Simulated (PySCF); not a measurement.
Match the calculated data to a structure.

All candidates are C6H12Si.

* 1H NMR: chemical shifts (computed TMS as zero) by class: 6.47 (1 H), 6.41 (1 H), 6.28 (2 H), 6.16 (2 H), 0.15 (6 H) ppm [GIAO PBE0/pcSseg-1]
* Rotational structure: rotational constants A, B, C: 2.090, 1.825, 1.421 GHz [PBE0-D3(BJ)/def2-SVP]
* NMR, other nuclei: isotropic shieldings of nuclei other than C and H, by class: 366 (1 Si) ppm [GIAO PBE0/pcSseg-1]
* 13C NMR: chemical shifts (computed TMS as zero) by class: 144.8 (2 C), 144.2 (2 C), 0.6 (2 C) ppm [GIAO PBE0/pcSseg-1]
* Polarisability: 99.4 au [PBE0/def2-SVPD]
* Dipole: 0.06 D [PBE0/def2-SVPD]
* UV, first state: lowest singlet excitation: 6.12 eV (202 nm, f = 0.015) [TDDFT PBE0/def2-SVPD]
* Triplet: lowest triplet excitation (Tamm–Dancoff): 4.11 eV [TDA PBE0/def2-SVPD]
* XPS: Si2p3/2 105.8, C1s 289.8 (×2), C1s 289.8 (×2), C1s 290.1 (×2), Si1s 1845.6 eV [ΔSCF SCAN, pcX-2 on the ionised atom, pcseg-1 elsewhere, spin-free X2C, 2p3/2 from a spin–orbit splitting computed afterwards within the 2p shell]
* UV, strongest line: among the 10 lowest singlet transitions: S7 at 7.08 eV (175 nm, f = 0.390) [TDDFT PBE0/def2-SVPD]

Gas-phase values; electronic properties from PySCF, density fitting. Levels stand in brackets. Geometry: PBE0-D3(BJ)/def2-SVP, one conformer, isolated molecule. NMR values are class means; diastereotopic atoms form classes of their own.

Question: Which candidate is it?
A. `C=C[Si](C)(C)C=C`
B. `C=C(C)C1C[SiH2]C1`
C. `C=C[SiH]1CCCC1`

Answer: A. It is `C=C[Si](C)(C)C=C`. 6 carbons fall into 3 classes; from least to most shielded: carbon bonded to C, Si and H (144.8 ppm, 2 C), carbon bonded to C and 2 H (144.2 ppm, 2 C), carbon bonded to Si and 3 H (0.6 ppm, 2 C). Hydrogen classes from least to most shielded: 1 H on a carbon bonded to C and 2 H (6.47 ppm), 1 H on a carbon bonded to C and 2 H (6.41 ppm), 2 H on 2 like atoms (carbon bonded to C, Si and H) (6.28 ppm), 2 H on 2 like atoms (carbon bonded to C and 2 H) (6.16 ppm), 6 H on 2 like atoms (carbon bonded to Si and 3 H) (0.15 ppm). The other shieldings belong to: 366 ppm, silicon bonded to 4 C. The core levels belong to: Si2p3/2 105.8 eV, silicon bonded to 4 C; C1s 289.8 eV, carbon bonded to C, Si and H; C1s 289.8 eV, carbon bonded to Si and 3 H; C1s 290.1 eV, carbon bonded to C and 2 H; Si1s 1845.6 eV, silicon bonded to 4 C. One atom of each topological class was ionised and stands for its class. By its constants the optimised geometry is an asymmetric top.

The others, at the same levels:
- `C=C(C)C1C[SiH2]C1` fails: it has 5 carbon classes against 3; its computed 13C shifts are 159.9 (1 C), 114.9 (1 C), 43.2 (1 C), 22.9 (1 C), 15.8 (2 C) ppm, 1H shifts are 5.09 (1 H), 5.03 (1 H), 4.66 (1 H), 4.64 (1 H), 2.70 (1 H), 1.77 (3 H), 1.22 (2 H), 1.04 (2 H) ppm and lowest singlet excitation is 6.47 eV (192 nm, f = 0.061) (against 6.12 eV).
- `C=C[SiH]1CCCC1` fails: its computed core binding energies are Si2p3/2 105.9, C1s 289.7 (×2), C1s 289.9, C1s 290.2, C1s 290.4 (×2), Si1s 1845.6 eV and rotational constant A is 3.495 GHz (against 2.090 GHz).

Each candidate is one conformer, not necessarily the lowest. The conformers computed, where there is a choice (atom-mapped SMILES and torsion angles):
- `[CH2:1]=[C:2]([CH3:3])[CH:4]1[CH2:5][SiH2:6][CH2:7]1`: C1–C2–C4–C5 3°

The conformers of `C=C[SiH]1CCCC1` aren't listed.
